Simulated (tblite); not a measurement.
C2H13FSi5.
Atom-mapped SMILES: `[F:1][CH2:2][SiH:3]1[SiH2:4][SiH2:5][CH2:6][SiH2:7][SiH2:8]1` (hydrogens: H9, H10 on C2; H11 on Si3; H12, H13 on Si4; H14, H15 on Si5; H16, H17 on C6; H18, H19 on Si7; H20, H21 on Si8)

Cartesian coordinates in Å at the GFN2-xTB level; atoms count from 1:
```
atom  x, y, z in Å
F1     1.157    0.268   -2.149
C2     2.281   -0.178   -1.470
Si3    1.796   -0.523    0.367
Si4    0.983    1.500    1.213
Si5   -1.263    1.855    0.727
C6    -1.908    0.594   -0.550
Si7   -2.006   -1.237   -0.029
Si8    0.111   -2.143    0.293
H9     2.625   -1.067   -2.003
H10    3.035    0.604   -1.583
H11    3.098   -0.972    0.906
H12    1.803    2.645    0.780
H13    1.180    1.481    2.673
H14   -1.533    3.203    0.199
H15   -2.104    1.736    1.929
H16   -2.910    0.907   -0.849
H17   -1.297    0.668   -1.450
H18   -2.815   -1.304    1.199
H19   -2.791   -1.951   -1.051
H20    0.401   -3.179   -0.713
H21    0.148   -2.892    1.560
```

Computed values, GFN2-xTB/tblite, gas phase, harmonic and unscaled. Errors from tens to a few hundred cm⁻¹ against measured bands are possible. Modes of hydrogen on silicon can be 10 to 20 % off. One conformer, not necessarily the lowest.

Harmonic wavenumbers (cm⁻¹): 27.1, 45.6, 53.2, 85.6, 131.1, 132.9, 150.4, 151.2, 228.0, 288.1, 312.3, 346.3, 360.9, 383.2, 400.6, 411.1, 445.4, 482.6, 487.3, 527.7, 535.3, 552.6, 555.8, 565.8, 598.4, 622.3, 632.5, 663.9, 701.2, 710.5, 735.0, 752.1, 802.3, 809.7, 816.0, 826.4, 845.7, 1008.6, 1032.0, 1142.2, 1203.0, 1268.9, 1459.4, 1464.9, 2099.0, 2139.3, 2145.0, 2149.8, 2153.6, 2159.8, 2172.3, 2176.1, 2181.7, 2954.8, 2963.2, 2964.0, 2977.1.

A = 857.5, B = 764.9, C = 567.8 MHz; mass 195.985 u (most abundant isotopes); point group Cs, symmetry number 1.

Q: What is the zero-point energy?

A: Half the sum of the wavenumbers: 28495 cm⁻¹ = 340.88 kJ/mol.

Q: What is S at 400 K and 1 bar for an ideal gas of classical rigid rotors and harmonic oscillators?

A: Translation 180.79, rotation 133.93, vibration 275.16: S = 589.9 J/(mol K).

Q: And Cp and H(400 K) − H(0)?

A: Cp = 287.06 J/(mol K), of which vibrations give 253.81 (their classical limit is 57 R = 473.9); H(400 K) − H(0) = 68.81 kJ/mol without the zero-point energy, 55.51 from vibrations.

Q: How do the functions run with temperature in this model?

A: 
```json
{"T (K)": "150", "S (J/(mol K))": "383.0", "Cp (J/(mol K))": "141.3", "H − H(0) (kJ/mol)": "13.06", "G − H(0) (kJ/mol)": "-44.38", "ln q(vib)": "5.65"}
{"T (K)": "250", "S (J/(mol K))": "472.4", "Cp (J/(mol K))": "212.6", "H − H(0) (kJ/mol)": "30.88", "G − H(0) (kJ/mol)": "-87.22", "ln q(vib)": "9.99"}
{"T (K)": "298.15", "S (J/(mol K))": "512.3", "Cp (J/(mol K))": "240.7", "H − H(0) (kJ/mol)": "41.81", "G − H(0) (kJ/mol)": "-110.94", "ln q(vib)": "12.07"}
{"T (K)": "600", "S (J/(mol K))": "718.7", "Cp (J/(mol K))": "347.6", "H − H(0) (kJ/mol)": "132.75", "G − H(0) (kJ/mol)": "-298.46", "ln q(vib)": "24.35"}
{"T (K)": "900", "S (J/(mol K))": "871.1", "Cp (J/(mol K))": "403.3", "H − H(0) (kJ/mol)": "246.11", "G − H(0) (kJ/mol)": "-537.91", "ln q(vib)": "34.79"}
```

q(vib) and H(0) count from the zero-point level.

Q: Blend soft modes into free rotors: weight 1/[1 + (100 cm⁻¹/ν̃)⁴] for the oscillator and the rest for a rotor with moment μB/(μ + B), μ = h/(8π²ν), B = 10⁻⁴⁴ kg m². What vibrational entropy results?

A: 248.98 J/(mol K) in place of 275.16, which changes −T·S at 400 K by +10.47 kJ/mol.

Q: What must be added to the electronic energy to get the Gibbs energy at 400 K and 1 bar?

A: ZPE + [H(400 K) − H(0)] − T·S = 340.88 + 68.81 − 235.95 = 173.74 kJ/mol.

Hindered rotation and anharmonicity are outside this model. Other conformers, if any are populated, would add a mixing term that is left out.
